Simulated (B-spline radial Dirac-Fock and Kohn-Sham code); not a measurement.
## M3 emission of Tb⁺

System: terbium as Tb⁺, [Xe] 4f9 6s1, inside a Watson sphere of charge -1 and radius 1.8 Å (a model of the Madelung potential; inside it an electron's potential energy is raised by 8.0 eV).

The computed values come from a radial B-spline solver: independent-particle radiative and Coulomb Auger rates from relativistic LDA hole-state orbitals, with Dirac-Fock energies.

```
 line  multipole  energy (eV)  rate (s⁻¹)  share (%)
M3-M4         E1        339.0    1.24e+11      0.555
M3-M5         E1        371.9    1.51e+12       6.79
M3-N1         E1       1207.6    3.66e+12       16.4
M3-N2         E2       1286.8    6.24e+09     0.0280
M3-N3         E2       1321.0    5.43e+09     0.0244
M3-N4         E1       1452.2    1.79e+12       8.03
   Mγ         E1       1458.3    1.44e+13       64.9
M3-O1         E1            –    6.34e+11       2.85
M3-N6         E2       1608.9    7.26e+09     0.0326
M3-N7         E2       1609.7    4.26e+10      0.191
M3-P1         E1       1610.5    3.99e+10      0.179
```

The listed lines hold 100.0 % of the radiative rate. A dash stands for an energy that rests on an unreliable hole state. The radiative width is 0.0147 eV in the length form and 0.0143 eV in the velocity form; the two differ because the transition energies are not eigenvalue differences of the potential that gave the orbitals.
